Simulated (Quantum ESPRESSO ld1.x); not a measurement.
Initial-state core-level shifts of the zinc ion Zn+ when its valence configuration changes from [Ar] 3d10 4s1. All-electron calculation, Dirac Kohn-Sham, revPBE, spin-unpolarised, spherical densities, point nucleus; open shells are shared between the two j in proportion to 2j + 1. Program: ld1.x of Quantum ESPRESSO 7.5. Shifts are changes of the shell-averaged eigenvalues in eV (positive: less bound).

valence,1s,2s,2p,3p
3d9 4s1 4p1,-9.504,-10.270,-10.195,-9.106
3d9.5 4s1.5,-3.676,-4.079,-4.042,-3.531
3d10 4p1,-1.859,-1.740,-1.746,-1.860
3d9 4s2,-7.689,-8.548,-8.470,-7.307
3d9.5 4s1 4p0.5,-4.614,-4.964,-4.929,-4.464
3d8 4s1 4p2,-20.062,-21.849,-21.681,-18.834
3d8 4p3,-21.642,-23.363,-23.194,-20.391
3d8 4s2 4p1,-18.408,-20.263,-20.096,-17.207
3d9 4s1.5 4p0.5,-8.612,-9.425,-9.348,-8.222
